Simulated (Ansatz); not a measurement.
Input for Ansatz (a quantum-chemistry and plane-wave program): R-wB97M-V/def2-TZVPP on H4OSi2 (SMILES O[Si][SiH3]), a point of a torsion scan.

Ansatz 0.2 input:
```yaml
crystal:
  periodic: [false, false, false]
  atoms:
    - {symbol: O, position_ang: [2.28101880, -0.24264513, 0.03173524]}
    - {symbol: Si, position_ang: [0.96625246, -1.20506340, 0.01982380]}
    - {symbol: Si, position_ang: [-0.95730265, 0.04519859, -0.02680086]}
    - {symbol: H, position_ang: [2.36014790, 0.71051680, -0.02072468]}
    - {symbol: H, position_ang: [-1.25407113, 1.28172399, -0.77730313]}
    - {symbol: H, position_ang: [-1.35055836, 0.39599470, 1.35252823]}
    - {symbol: H, position_ang: [-1.99236050, -0.89896266, -0.48508877]}
basis:
  gaussian:
    orbitals: def2-TZVPP
hamiltonian:
  xc: {name: wB97M-V}
scf: {lower_state_search: off}
```

It printed:

```
WARN ansatz: RAYON_NUM_THREADS=1 ignored (pool sized by the plan → 1); use --threads N
Functional definition: wB97M-V
these checks for a lower state are left out or cut short: stability, starts, cluster_reference, orbital_swaps, neighbouring_geometries, increment
integrals: 0.11 GiB planned
969 factors; their error is unknown
integrals: 0.14 GiB planned
215 factors; integrals over basis functions are off by at most 1.2e-5 eV
mean field: 0.86 GiB planned
mean field evaluation 1: about -17862.4403 eV, gradient 4.7e1 eV
mean field evaluation 2: about -17860.3393 eV, gradient 6.0e1 eV
mean field evaluation 4: about -17866.1895 eV, gradient 8.8e-1 eV
mean field evaluation 8: about -17866.2083 eV, gradient 1.8e-1 eV
mean field evaluation 16: about -17866.2084 eV, gradient 1.7e-4 eV
mean field -17866.20837934 eV, -656.5710477897 hartree, gradient 5.1e-6 eV, S^2 0.000000; 0 other end points of the search recorded, 0 dependent functions left out
reference -17866.20842735 eV, -656.5710495540 hartree; 20, 20 occupied and 151, 151 virtual orbitals, 969 factors
Total energy: -17866.20842735 eV, -656.5710495540 hartree
Checks for a lower state left out: stability, starts, cluster_reference, orbital_swaps, neighbouring_geometries, increment
```

Self-consistency was reached.

Cost: around 7 core-seconds (rough).
